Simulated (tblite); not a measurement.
Input of a run (GFN2-xTB geometry optimisation, gas phase (tblite 0.8.0)), started from a force field or distance geometry:
```
{"job": {"kind": "relax", "xc": "GFN2-xTB", "basis": "xTB"}, "charge": 0, "multiplicity": 1}
C      3.464600    -0.541100     0.334600
C      2.198300     0.220900     0.379100
C      1.184800     0.833300     0.439200
C     -0.078600     1.611200     0.487700
Si    -1.582500     0.633100    -0.099800
C     -1.927000    -0.799200     1.031300
C     -1.305300     0.079600    -1.857500
Cl    -2.780400    -0.682300    -2.471300
H      3.317600    -1.559600     0.710700
H      3.823300    -0.603900    -0.687200
H      4.223100    -0.058900     0.944200
H      0.015200     2.506400    -0.110900
H     -0.266100     1.931300     1.536000
H     -2.743100     1.558900    -0.053800
H     -2.046400    -0.444600     2.067100
H     -1.102700    -1.519200     1.025600
H     -2.837300    -1.318400     0.748500
H     -0.499900    -0.663000    -1.925200
H     -1.067500     0.919800    -2.505600
```

Output (eV, eV/Å):
```
step      E/eV     max force
  0    -670.79689    2.675
  1    -670.71004    5.983
  2    -670.88620    0.385
  3    -670.89535    0.234
  4    -670.91084    0.494
  5    -670.92059    0.362
  6    -670.92832    0.182
  7    -670.93279    0.135
  8    -670.93507    0.144
  9    -670.93621    0.082
 10    -670.93709    0.080
 11    -670.93783    0.078
 12    -670.93828    0.054
 13    -670.93849    0.030
 14    -670.93863    0.028
 15    -670.93881    0.046
 16    -670.93904    0.055
 17    -670.93928    0.041
 18    -670.93950    0.031
 19    -670.93974    0.036
 20    -670.94001    0.050
 21    -670.94027    0.044
 22    -670.94045    0.031
 23    -670.94058    0.035
 24    -670.94075    0.039
 25    -670.94100    0.060
 26    -670.94137    0.069
 27    -670.94177    0.049
 28    -670.94205    0.035
 29    -670.94222    0.030
 30    -670.94235    0.037
 31    -670.94252    0.038
 32    -670.94269    0.030
 33    -670.94284    0.034
 34    -670.94297    0.033
 35    -670.94311    0.035
 36    -670.94328    0.037
 37    -670.94344    0.035
 38    -670.94356    0.027
 39    -670.94364    0.022
 40    -670.94374    0.027
 41    -670.94387    0.034
 42    -670.94402    0.036
 43    -670.94416    0.031
 44    -670.94429    0.029
 45    -670.94443    0.034
 46    -670.94464    0.046
 47    -670.94489    0.044
 48    -670.94509    0.037
 49    -670.94523    0.033
 50    -670.94537    0.037
 51    -670.94556    0.048
 52    -670.94579    0.044
 53    -670.94600    0.041
 54    -670.94619    0.038
 55    -670.94639    0.039
 56    -670.94659    0.039
 57    -670.94675    0.031
 58    -670.94682    0.018
 59    -670.94687    0.018
 60    -670.94694    0.025
 61    -670.94703    0.033
 62    -670.94713    0.029
 63    -670.94721    0.027
 64    -670.94728    0.025
 65    -670.94736    0.033
 66    -670.94750    0.036
 67    -670.94764    0.026
 68    -670.94770    0.016
 69    -670.94774    0.012
 70    -670.94775    0.010
```

Q: Summarise the run.

A: The energy falls by 0.151 eV over 70 L-BFGS steps, the largest force on an atom goes from 2.67 to 0.010 eV/Å, and the atoms move by 0.147 Å rms after alignment. The bond that changes most is Si5–C7 (SiH silicon to sp3 C–Cl carbon), which lengthens by 0.053 Å. Bonds longer at the end by more than 0.005 Å: 7 of 18; shorter: 8. Among the angles that change most is C6–Si5–H14, from 108.5° to 112.4°. Among the dihedrals that turn most is C4–Si5–C6–H17, from 175° to -171°. The energy rose by more than 1e-5 eV at step 1.

Q: What are the final bond lengths?

A: C1–C2 1.448 Å, C2≡C3 1.199 Å, C3–C4 1.446 Å, C4–Si5 1.917 Å, Si5–C6 1.896 Å, Si5–C7 1.917 Å, C7–Cl8 1.785 Å, C1–H9 1.090 Å, C1–H10 1.090 Å, C1–H11 1.090 Å, C4–H12 1.092 Å, C4–H13 1.091 Å, Si5–H14 1.470 Å, C6–H15 1.086 Å, C6–H16 1.087 Å, C6–H17 1.086 Å, C7–H18 1.088 Å, C7–H19 1.087 Å. Numbering counts from 1 in the input's order; the species is `CC#CC[Si@H](C)CCl`.

On an Arm Neoverse N1 with one thread, no GPU (shared host), this took 1.1 s.

GFN2-xTB frequencies show an imaginary mode (21i cm⁻¹), so the point is no minimum at that level.

These are computed values.
